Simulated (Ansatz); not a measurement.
FGeH5Si (`F[SiH2][GeH3]`) at its PBE0-D4/def2-TZVP geometry, where that method's forces vanish. Total charge 0; spin multiplicity 1.

```xyz
8

F    -0.3074   -2.2593   -0.1458
Si    0.6130   -0.9944    0.2160
Ge   -0.5907    1.0146   -0.2075
H     0.9899   -1.1041    1.6487
H     1.8390   -1.0734   -0.6190
H    -0.9796    1.1197   -1.6900
H     0.3015    2.2158    0.1505
H    -1.8657    1.0812    0.6470
```

Q: What forces (eV/Å) does ωB97M-V/def2-TZVPP give on these atoms in the Gaussian-basis code of Ansatz? (Estimate.)

A: Computed: 
```
F1  -0.082 -0.088 -0.032
Si2  0.219  0.162  0.084
Ge3 -0.006 -0.002 -0.002
H4  -0.044  0.018 -0.173
H5  -0.147  0.014  0.102
H6   0.029 -0.009  0.111
H7  -0.063 -0.089 -0.026
H8   0.095 -0.006 -0.064
```
